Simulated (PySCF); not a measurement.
Al2(mu-F)2(Cl)4, Al₂Cl₄F₂, singlet, PBE0/def2-SVP optimised geometry.

```
8

Al    -0.65    -1.24     0.00
Al     0.65     1.24     0.00
F      0.00     0.00     1.17
Cl    -2.73    -1.24     0.00
Cl     0.52    -2.95     0.00
F      0.00     0.00    -1.17
Cl    -0.52     2.95     0.00
Cl     2.73     1.24     0.00
```

Density from PBE0/def2-TZVP run with PySCF 2.14.0 at that geometry.

Minimum of the electron density along straight lines between bonded atoms, close to the bond critical point (lines longer than 1.1 times the sum of covalent radii, or with two minima, are not listed):

```csv
bond,length / Å,ρ at the minimum / e bohr⁻³,∇²ρ there / e bohr⁻⁵,position (fraction from the first atom)
Al1–F3,1.827,0.067,0.48,0.43
Al2–F3,1.827,0.067,0.48,0.43
Al1–Cl4,2.076,0.080,0.32,0.38
Al1–Cl5,2.076,0.080,0.32,0.38
Al1–F6,1.827,0.067,0.48,0.43
Al2–F6,1.827,0.067,0.48,0.43
Al2–Cl7,2.076,0.080,0.32,0.38
Al2–Cl8,2.076,0.080,0.32,0.38
```
